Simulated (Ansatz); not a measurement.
Input file for Ansatz (a quantum-chemistry and plane-wave program): R-CCSD(T)/def2-TZVPPD on H2Zn (SMILES [ZnH2]), atoms moved off the minimum. Files ending in .json are basis or fitting sets from the Basis Set Exchange.

Ansatz 0.2 input:
```yaml
crystal:
  periodic: [false, false, false]
  atoms:
    - {symbol: Zn, position_ang: [-0.01935128, 0.00788661, -0.01874504]}
    - {symbol: H, position_ang: [-0.00760639, 0.00265722, 1.55398811]}
    - {symbol: H, position_ang: [0.02956487, 0.00039535, -1.55158793]}
basis:
  gaussian:
    orbitals: def2-TZVPPD.json
magnetization: {spin_polarized: false}
correlation: {method: ccsd_t, electrons: outside_noble_gas}
scf: {lower_state_search: off}
output: {forces: true}
```

Question: Give the final energy of this run.

Answer: -1779.4365 hartree (reference determinant -1778.9303, T1 diagnostic 0.017).

Question: How many basis functions does it have, and what does it roughly cost on one machine?

Answer: 101 functions; roughly 18 core-seconds.
